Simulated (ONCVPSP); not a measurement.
Ce: one change to an ONCV potential, before and after

- Element: cerium (Ce)
- Generator: ONCVPSP 4.0.1
- Type: optimised norm-conserving Vanderbilt (ONCV)
- Functional: PBE
- Relativity: fully relativistic
- Frozen core: [Kr] 4d10
- Valence charge: 12
- Reference configuration: 4f1 5s2 5p6 5d1 6s0.5 (charge +1.5)
- Partial waves: 5s+6s: rc 2.60 bohr, ncon 4, nbas 9, qcut 4.6 1/bohr, 2 projectors; 5p: rc 2.65 bohr, ncon 4, nbas 8, qcut 5.8 1/bohr, 2 projectors, debl 2.1 Ha; 5d: rc 3.25 bohr, ncon 4, nbas 8, qcut 3.9 1/bohr, 2 projectors, debl 1.9 Ha; 4f: rc 1.85 bohr, ncon 4, nbas 9, qcut 7.8 1/bohr, 2 projectors, debl 3 Ha
- Local potential: polynomial inside 1.65 bohr (lpopt 1, dvloc0 1 Ha)
- Core correction: Teter function fitted to the true core (icmod 2), fcfact 0.2

Open shells are filled in proportion to 2j + 1.

Change: all radii but the core radius scaled by about 1.24 (s 3.22, p 3.28, d 4.02, f 2.28 bohr); local potential polynomial inside 2.04 bohr (lpopt 1, dvloc0 1 Ha). In the p channel the program set the typed energies aside and used -1.160, 0.050 Ha (j = l + 1/2; the other j can differ).

Cutoffs: the cutoffs (Ha) at which the residual kinetic energy of the hardest occupied pseudo-wave falls to 1 and 0.1 mHa per electron; they do not see the model core or the augmentation charge, which bear on the density cutoff. Errors are all-electron minus pseudo energies relative to the spin-unpolarised reference configuration.

**Question.** Predict the effect on cutoff, ghosts and configuration errors.

**Answer.** The potential gets softer (31 Ha and 95 Ha → 25 Ha and 27 Ha); of the 4 tests that both files solve, the error grows in 4 and shrinks in 0 by more than 15 % and 0.3 meV (median size 1.6 → 3.9 meV); neither file shows a bound ghost. A larger radius leaves more room for a smooth pseudo-wave, so fewer plane waves are needed. More of the atom is replaced by a form fitted at one configuration, so other configurations suffer.

```csv
quantity,base,changed
"cutoff, loose",31 Ha,25 Ha
"cutoff, tight",95 Ha,27 Ha
loose cutoff by channel,"s 6.9 Ha, p 7.4 Ha, d 5.7 Ha, f 31 Ha","s 4.8 Ha, p 5.9 Ha, d 5.0 Ha, f 25 Ha"
bound ghosts,none,none
GHOST(+) flags under 300 eV,s at 77.9 eV,none
"error for 4f1 5s2 5p6 5d1 6s2, meV [ΔE -10.95 eV]",-2.5,-6.3
"error for 4f1 5s2 5p6 5d1 6s1, meV [ΔE -4.88 eV]",-0.4,-1.2
"error for 4f1 5s2 5p6 5d1 6s0, meV [ΔE 6.20 eV]",-0.6,-1.6
"error for 4f0 5s2 5p6 5d2 6s1, meV [ΔE 0.22 eV]",+767,+1045
"rms error of d²Exc/dni dnj with the model core, mHa",5.99,6.29
```

Base: The cutoffs count occupied waves only; projector 2 of the f channel, the hardest unoccupied one, needs 110 Ha at the loose tolerance.
